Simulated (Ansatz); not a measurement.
One change: `COB(F)S` becomes `COB(S)Br`.

Ansatz, PBE0-D4/def2-TZVP geometries, multiplicity 1. Each molecule was computed in one conformer, which needn't be the lowest.

Scalar relativity is left out up to krypton.

```csv
property,`COB(F)S`
HOMO energy (ωB97M-V/def2-TZVPP) / eV,-9.87
HOMO energy (PBE/def2-TZVPP) / eV,-6.41
LUMO energy (PBE/def2-TZVPP) / eV,-0.32
LUMO energy (PBE0/def2-TZVPP) / eV,0.60
HOMO–LUMO gap (B3LYP/def2-TZVPP) / eV,7.69
size of the dipole moment (PBE/def2-TZVPP) / D,2.15
```

Question: Give the same properties after the change, and the shifts. (An estimate is asked.)

Answer: Ansatz gave: 
| property | `COB(S)Br` | shift |
| --- | --- | --- |
| HOMO energy (ωB97M-V/def2-TZVPP) / eV | -10.11 | -0.24 |
| HOMO energy (PBE/def2-TZVPP) / eV | -6.70 | -0.29 |
| LUMO energy (PBE/def2-TZVPP) / eV | -1.12 | -0.80 |
| LUMO energy (PBE0/def2-TZVPP) / eV | -0.19 | -0.79 |
| HOMO–LUMO gap (B3LYP/def2-TZVPP) / eV | 7.31 | -0.38 |
| size of the dipole moment (PBE/def2-TZVPP) / D | 1.92 | -0.23 |

With PBE0 the HOMO falls by 0.26 eV and the LUMO falls by 0.79 eV, so the gap narrows by about 0.53 eV. PBE moves the HOMO by -0.29 eV and ωB97M-V by -0.24 eV. Dipoles are sizes alone; their direction can turn.

B3LYP here is the variant with VWN-RPA as its local correlation; programs differ in this.

Spin–orbit coupling is left out; it splits and shifts lone-pair levels of the heavy atoms by tenths of an eV.
